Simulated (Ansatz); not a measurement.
Scan of H2B (cation, charge +1), singlet: symmetric bend, bond length relaxed. Scanned: H-B-H angle. Other coordinates (B-H bond length) were minimised at B3LYP/def2-TZVP.

Methods: RKS-PBE/cc-pVTZ = restricted PBE/cc-pVTZ run with Ansatz (a quantum-chemistry and plane-wave program); FCI/cc-pVTZ = full CI/cc-pVTZ, frozen core in Ansatz.

Energies relative to the lowest point of each profile, in kcal/mol; the last columns give the error against full CI:

```json
[
 {"a / °": "180", "RKS-PBE/cc-pVTZ": "0.0", "FCI/cc-pVTZ": "0.0", "RKS-PBE/cc-pVTZ − FCI/cc-pVTZ": "0.0"},
 {"a / °": "170.44", "RKS-PBE/cc-pVTZ": "0.7", "FCI/cc-pVTZ": "0.7", "RKS-PBE/cc-pVTZ − FCI/cc-pVTZ": "0.0"},
 {"a / °": "159.50", "RKS-PBE/cc-pVTZ": "3.1", "FCI/cc-pVTZ": "3.2", "RKS-PBE/cc-pVTZ − FCI/cc-pVTZ": "-0.1"},
 {"a / °": "149.46", "RKS-PBE/cc-pVTZ": "6.9", "FCI/cc-pVTZ": "7.1", "RKS-PBE/cc-pVTZ − FCI/cc-pVTZ": "-0.2"},
 {"a / °": "140.05", "RKS-PBE/cc-pVTZ": "12.0", "FCI/cc-pVTZ": "12.3", "RKS-PBE/cc-pVTZ − FCI/cc-pVTZ": "-0.4"},
 {"a / °": "130.40", "RKS-PBE/cc-pVTZ": "18.6", "FCI/cc-pVTZ": "19.2", "RKS-PBE/cc-pVTZ − FCI/cc-pVTZ": "-0.6"},
 {"a / °": "120.80", "RKS-PBE/cc-pVTZ": "26.8", "FCI/cc-pVTZ": "27.7", "RKS-PBE/cc-pVTZ − FCI/cc-pVTZ": "-0.9"},
 {"a / °": "109.89", "RKS-PBE/cc-pVTZ": "38.3", "FCI/cc-pVTZ": "39.6", "RKS-PBE/cc-pVTZ − FCI/cc-pVTZ": "-1.3"},
 {"a / °": "101.14", "RKS-PBE/cc-pVTZ": "49.3", "FCI/cc-pVTZ": "51.0", "RKS-PBE/cc-pVTZ − FCI/cc-pVTZ": "-1.7"},
 {"a / °": "91.80", "RKS-PBE/cc-pVTZ": "62.9", "FCI/cc-pVTZ": "65.2", "RKS-PBE/cc-pVTZ − FCI/cc-pVTZ": "-2.3"},
 {"a / °": "80.97", "RKS-PBE/cc-pVTZ": "81.4", "FCI/cc-pVTZ": "84.4", "RKS-PBE/cc-pVTZ − FCI/cc-pVTZ": "-3.0"},
 {"a / °": "72.15", "RKS-PBE/cc-pVTZ": "98.8", "FCI/cc-pVTZ": "102.3", "RKS-PBE/cc-pVTZ − FCI/cc-pVTZ": "-3.5"}
]
```

RKS-PBE/cc-pVTZ is furthest from FCI/cc-pVTZ at 72.15 (-3.5 kcal/mol, below); its mean absolute error over the points is 1.2 kcal/mol.

The scan ran from 180.0 to 60.0; beyond the range shown the relaxed coordinates jump or full CI changes its symmetry label.
